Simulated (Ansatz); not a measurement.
`CS[SiH2][GeH3]` + `C[SiH2]N` → `C[SiH2][NH][GeH3]` + `CS[SiH3]` at 600 K and 1 bar (cleavage of the Ge–Si bond).

Isolated molecules relaxed with PBE0-D4/def2-TZVP in Ansatz; ΔE leaves out vibrations. CCSD(T)/CBS is the MP2 limit (def2-TZVPP, def2-QZVPP) plus CCSD(T) − MP2 in def2-TZVPP, frozen cores. For Ge outer-core shells are correlated without core-valence functions, which leaves a few kJ/mol of doubt a bond. Scalar relativity is left out up to krypton. Each species was taken in one conformer, which may not be the lowest.

```
            species  CCSD(T)/CBS energy (Eh)  H − E (kJ/mol)  S (J/(mol·K))
   `CS[SiH2][GeH3]`              -2805.84917           281.2          495.4
         `C[SiH2]N`               -386.08232           261.1          384.5
`C[SiH2][NH][GeH3]`              -2463.39859           317.5          491.8
         `CS[SiH3]`               -728.52947           217.4          385.5
```

H − E and S are ideal-gas, rigid-rotor, harmonic terms from PBE0-D4/def2-TZVP, for one conformer and one mirror image of each species. 1 Eh = 2625.50 kJ/mol, R = 8.31446 J/(mol·K).

Q: By hand: ΔE, ΔH, ΔS and ΔG.

A: ΔE = (-2463.39859) + (-728.52947) − (-2805.84917) − (-386.08232) = 0.00343 Eh = 9.0 kJ/mol. Δ(H − E) = 317.5 + 217.4 − 281.2 − 261.1 = -7.4, so ΔH = 1.6 kJ/mol. ΔS = 491.8 + 385.5 − 495.4 − 384.5 = -2.6 J/(mol·K). ΔG = 1.6 − 600 × (-2.6)/1000 = 3.2 kJ/mol.

Q: By hand: the equilibrium constant, and the temperature at which ΔG would vanish if ΔH and ΔS stayed fixed.

A: log₁₀ K = −ΔG/(RT ln 10) = -0.3. ΔH and −TΔS have one sign here, so there is no such temperature.

TΔS isn't small against ΔH here. The sign of ΔG lies within the doubt. A doubt of 5 kJ/mol in ΔE shifts log₁₀ K by 0.4 here. Other conformers and mirror images would add mixing entropy, several J/(mol·K) or more a flexible species. Modes under 60 cm⁻¹, often nearly free rotors, make the harmonic entropy too high. These are equilibria of isolated gas molecules and say nothing of rates. Largest T1 diagnostic: 0.012 (customary marks: 0.02 for closed shells, 0.045 for open ones).

ΔS is within the doubt of such terms, so its sign, and with it that verdict, could turn.
